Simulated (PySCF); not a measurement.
# Where the electron goes

Species: C4H14AsB.
Z-matrix (Å and degrees, PBE0-D3(BJ)/def2-SVP geometry), rows numbered from 1:
```
B 
As  1  2.0372
C   2  1.9761  1  117.47
C   3  1.5279  2  107.07  1    59.82
C   3  1.5246  2  110.01  1  -179.50
C   3  1.5278  2  107.04  1   -58.83
H   1  1.2197  2  104.61  3  -179.39
H   1  1.2220  2  103.23  3   -59.30
H   1  1.2218  2  103.27  3    60.43
H   2  1.5130  1  117.27  3  -121.35
H   2  1.5130  1  117.20  3   121.28
H   4  1.1028  3  109.50  2  -178.06
H   4  1.1002  3  111.67  2   -58.50
H   4  1.1015  3  111.87  2    62.82
H   5  1.1010  3  111.92  2    61.00
H   5  1.1033  3  109.55  2  -179.83
H   5  1.1011  3  111.92  2   -60.67
H   6  1.1002  3  111.67  2    58.89
H   6  1.1015  3  111.86  2   -62.41
H   6  1.1028  3  109.52  2   178.49
```

Computed with PySCF 2.14.0, density-fitted response routines, TDDFT PBE0/def2-SVPD, vertical, gas phase, core orbitals frozen in the response. The PBE0/def2-SVPD calculation is non-relativistic and has no spin–orbit coupling, an omission that weighs most on arsenic.

Kohn–Sham orbitals with the atoms that hold most of them (Löwdin shares over 4%, at most four atoms; ? is withheld):

```csv
orbital,ε (eV),atoms
LUMO+2,0.75,"As2 38%, H10 18%, H11 18%, B1 4%"
LUMO+1,0.64,"As2 29%, C3 15%, B1 10%, H10 9%"
LUMO,-0.05,?
HOMO,-8.00,"B1 27%, As2 21%, H7 19%, C3 13%"
HOMO-1,-8.28,"B1 37%, As2 18%, H8 13%, H9 13%"
HOMO-2,-8.29,"B1 42%, H9 22%, H8 21%, As2 8%"
HOMO-3,-9.47,"As2 22%, C3 16%, B1 11%, C6 9%"
```

(1) Which atoms hold the LUMO, and with what shares?

(2) The HOMO–LUMO gap is 7.96 eV. Where does the response calculation put the lowest singlet, and from which orbitals?

## Answers

(1) As2 (bonded to B, C and 2 H) 22%; H11 (bonded to As) 13%; H10 (bonded to As) 13%; C5 (bonded to C and 3 H) 9%. By element: hydrogen 25% or more, arsenic 22%, carbon 9% or more.

(2) S1 is at 6.86 eV (f = 0.0034), 1.10 eV below the gap, made of HOMO→LUMO (95%). 

Next come S2 at 7.19 eV (f 0.0010), HOMO-2→LUMO (94%); S3 at 7.19 eV (f 0.021), HOMO-1→LUMO (83%); S4 at 7.42 eV (f 0.0002), HOMO→LUMO+2 (98%); S5 at 7.66 eV (f 0.138), HOMO→LUMO+1 (60%), HOMO-1→LUMO+1 (22%).

Löwdin shares depend on the basis, the more so with diffuse functions.

Time: 67 s of wall time. Hardware: Arm Neoverse V2, one thread, on a shared host.
